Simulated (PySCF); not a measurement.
Si(Me)2(Cl)2 (C2H6Cl2Si), SMILES C[Si](C)(Cl)Cl.

Geometry optimised at TPSSh-D3(BJ)/def2-SVP. The isomer is the one that the SMILES or the coordinates give; other isomers of the formula were not compared.

Two levels are set side by side: PBE/def2-TZVP (PySCF) and M06-2X/def2-TZVP (PySCF). Same geometry, gas phase. Differences are taken from unrounded values.

| quantity | M06-2X | PBE | PBE minus M06-2X |
|---|---|---|---|
| orbital gap (eV) | 11.34 | 7.05 | -4.29 |
| highest occupied level (eV) | -9.88 | -7.29 | 2.58 |
| lowest empty level (eV) | 1.47 | -0.24 | -1.71 |
| dipole moment (D) | 2.50 | 2.38 | -0.12 |
| mean polarisability (bohr³) | 71.2 | 74.2 | 3.0 |

Without exact exchange PBE keeps part of each electron's self-repulsion, which lifts occupied levels and narrows the gap. Loosely held outer electrons make PBE densities more polarisable. Differences between two approximate levels are no errors against the true value.

Rough cost on one machine, each run with all the roots and properties that it gave: M06-2X against PBE about 4 times.
